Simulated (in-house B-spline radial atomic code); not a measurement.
The numbers below are computed, except where a source is named.
C6 from the polarisability at imaginary frequency: Ga3+

TDHF linear response of the closed shell [Ar] 3d10, from a B-spline radial code for spherical atoms; scalar-relativistic (spin-free one-electron X2C), finite nucleus, no spin-orbit coupling.

The dispersion coefficient of two like species is C6 = (3/π) ∫ α(iu)² du from 0 to ∞.

| u (hartree) | α(iu) (bohr³) |
| --- | --- |
| 0 | 1.24 |
| 0.24 | 1.216 |
| 0.56 | 1.127 |
| 0.96 | 0.9839 |
| 1.6 | 0.7792 |
| 2.4 | 0.5949 |
| 3.6 | 0.4183 |
| 5.6 | 0.2584 |
| 8 | 0.1633 |
| 12 | 0.09068 |
| 20 | 0.04002 |
| 40 | 0.01217 |

**Question.** Fit one oscillator, α(iu) = α(0)/(1 + u²/ω²), through u = 5.6 and estimate C6.

**Answer.** From α(0)/α(iu) − 1 = 1.24/0.2584 − 1 = 3.7988, ω = u/√3.7988 = 2.8732 hartree (78.2 eV). London's formula gives C6 = (3/4) α(0)² ω = 0.75 × 1.24² × 2.8732 = 3.313 hartree·bohr⁶, and the oscillator holds f = α(0) ω² = 10.24 electrons, of a sum of oscillator strengths of 27.8.

**Question.** How does that compare with the full integral?

**Answer.** The program's quadrature over all excitations gives C6 = 2.723, so the single oscillator is off by +21.7 %. At the last point the fit gives α = 0.00637 against 0.0122: higher excitations, and deeper shells where there are any, keep the true curve higher at large u.
